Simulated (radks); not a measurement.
Question: Radial electron density D(r) = 4 pi r^2 rho(r) of an atom or ion with 1 electrons. Method: scalar-relativistic Kohn-Sham, PBE, spin-polarised, spherical densities, point nucleus; computed with a radial shooting solver on a logarithmic mesh with Libxc functionals.

```
   r/bohr * D(r) (the largest magnitude, 1.07, reaches the edge; | marks zero)
  0.04943 |  *
  0.05755 |   *
    0.067 |     *
  0.07799 |      *
   0.0908 |         *
   0.1057 |           *
   0.1231 |              *
   0.1433 |                  *
   0.1668 |                       *
   0.1942 |                            *
    0.226 |                                 *
   0.2631 |                                       *
   0.3063 |                                            *
   0.3566 |                                                 *
   0.4151 |                                                    *
   0.4833 |                                                      *
   0.5626 |                                                     *
    0.655 |                                                  *
   0.7625 |                                            *
   0.8877 |                                    *
    1.033 |                           *
    1.203 |                   *
    1.401 |           *
     1.63 |      *
    1.898 |  *
     2.21 |*
    2.572 *
    2.995 *
```

What is the nuclear charge?

Answer: Z = 2. The innermost maximum, from 1s, lies near gamma/Z bohr with gamma = sqrt(1 - (Z/c)^2) = 1.000, here 0.5 bohr (found: 0.495), and its height grows with Z. The density is that of the helium ion He+ in 1s1; the configuration itself is not fixed sharply by these data. D(r) has 1 maximum, at r = 0.495 bohr.
